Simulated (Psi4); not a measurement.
Two rigid molecules brought together: C3H9Al ··· F- (SMILES [CH3][Al]([CH3])[CH3] and [F-]) (charge -1). Monomers: optimised at B3LYP-D3(BJ) (def2-SVP and def2-TZVP), held rigid. Orientation: lowest of the rigid-body minima from ten starts at GFN2-xTB (searched outside a hard wall at short contacts). Only R, the distance of the centres of mass, is varied, so the lowest point isn't the relaxed dimer. The shortest distances reach bonding range, where SAPT0 and rigid monomers are unreliable.

Computed with Psi4 with SAPT0/jun-cc-pVDZ, frozen core.

Components in kcal/mol:

```tsv
R / Å	electrostatics	exchange	induction	dispersion	total
1.61	-153.69	167.68	-48.31	-10.12	-44.44
1.81	-104.62	96.33	-42.10	-7.68	-58.07
1.98	-76.10	60.61	-35.19	-6.00	-56.68
2.24	-48.17	30.05	-25.18	-4.03	-47.33
2.49	-32.37	15.39	-17.83	-2.70	-37.51
2.79	-21.29	6.91	-11.90	-1.66	-27.94
3.30	-11.89	1.75	-6.45	-0.75	-17.33
4.04	-6.33	0.24	-3.11	-0.26	-9.46
5.05	-3.33	0.02	-1.41	-0.07	-4.79
6.29	-1.78	0.00	-0.64	-0.02	-2.43
```
